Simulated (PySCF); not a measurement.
**`C[N+]1(C)[AlH2-][CH2]C[C@@H]1O[SiH3]` in a uniform electric field**

C5H16AlNOSi.
Numbering: `[CH3:1][N+:2]1([CH3:3])[AlH2-:4][CH2:5][CH2:6][C@@H:7]1[O:8][SiH3:9]` (hydrogens: H10, H11, H12 on C1; H13, H14, H15 on C3; H16, H17 on Al4; H18, H19 on C5; H20, H21 on C6; H22 on C7; H23, H24, H25 on Si9)

Geometry (PBE0-D3(BJ)/def2-SVP, Å), atoms numbered from 1 in this order:
```xyz
25
C5H16AlNOSi angstrom
C     -1.1969   -1.7173   -0.7715
N     -0.9141   -0.5999    0.1383
C     -1.5948   -0.8236    1.4192
Al    -1.4975    1.2665   -0.6205
C      0.1173    2.0690    0.2614
C      0.7906    0.9327    1.0385
C      0.5472   -0.4096    0.3535
O      1.1308   -0.4556   -0.9077
Si     2.7221   -0.1133   -1.3039
H     -2.2815   -1.7701   -0.9365
H     -0.6968   -1.5469   -1.7293
H     -0.8511   -2.6733   -0.3394
H     -2.6619   -0.9934    1.2310
H     -1.5099    0.0583    2.0651
H     -1.1712   -1.7014    1.9396
H     -1.5044    1.1010   -2.2167
H     -2.9353    1.4548    0.0814
H     -0.0997    2.9154    0.9313
H      0.7992    2.4567   -0.5142
H      1.8866    1.0495    1.1463
H      0.4172    0.8761    2.0730
H      0.9181   -1.2580    0.9700
H      2.8879   -0.5980   -2.6988
H      3.6370   -0.8529   -0.3800
H      3.0189    1.3457   -1.2207
```

Level: CAM-B3LYP/def2-SVPD (PySCF); nuclei fixed, core orbitals frozen in the response. Permanent dipole (2.039, -3.378, 2.397) D (1 au = 2.5417 D). Static polarisability (au):

```
x   132.91  -0.40  -4.04
y    -0.40 120.32  -0.29
z    -4.04  -0.29 119.04
```

Only the terms in μ and α are kept: μ(F) = μ + αF and ΔE = −μ·F − ½ F·αF.

**Question.** Apply 0.005 au along ±x, ±y and ±z in turn. Tabulate induced and total dipoles and both energy terms.

**Answer.** 
| field along | induced x (D) | induced y (D) | induced z (D) | total size (D) | −μ·F (kJ/mol) | −½F·αF (kJ/mol) |
| --- | --- | --- | --- | --- | --- | --- |
| +x | 1.689 | -0.005 | -0.051 | 5.554 | -10.531 | -4.362 |
| −x | -1.689 | 0.005 | 0.051 | 4.183 | +10.531 | -4.362 |
| +y | -0.005 | 1.529 | -0.004 | 3.645 | +17.447 | -3.949 |
| −y | 0.005 | -1.529 | 0.004 | 5.833 | -17.447 | -3.949 |
| +z | -0.051 | -0.004 | 1.513 | 5.538 | -12.380 | -3.907 |
| −z | 0.051 | 0.004 | -1.513 | 4.067 | +12.380 | -3.907 |

**Question.** For the field (0.0040, -0.0040, -0.0020) au, what is the induced dipole, and what angle does it make with the field?

**Answer.** αF = (1.376, -1.226, -0.643) D, at 3.1° to the field. The polarisability along this direction, F·αF/F², is 127.80 au, against a mean of 124.09 au.

**Question.** At what field along the permanent dipole would the induced dipole along it equal the permanent one, in this linear picture?

**Answer.** The polarisability along the dipole is 121.06 au, so F = 1.8164 au / 121.06 au = 0.0150 au = 0.77 V/Å; higher-order terms are ignored.

**Question.** What field makes μF equal to kT at 298 K?

**Answer.** kT = 0.9437 × 10⁻³ Eh, so F = 0.00052 au = 2.67 MV/cm.

**Question.** A unit point charge sits 12 Å away. Estimate the induction energy −αe²/2R⁴ with the mean polarisability, treating the molecule as a point.

**Answer.** R = 22.68 bohr, so the energy is −124.1/(2 × 22.68⁴) Eh = -0.616 kJ/mol. The charge–dipole term at its most favourable orientation, −μe/R², is -9.27 kJ/mol.

Geometry: PBE0-D3(BJ)/def2-SVP, one conformer, isolated molecule.
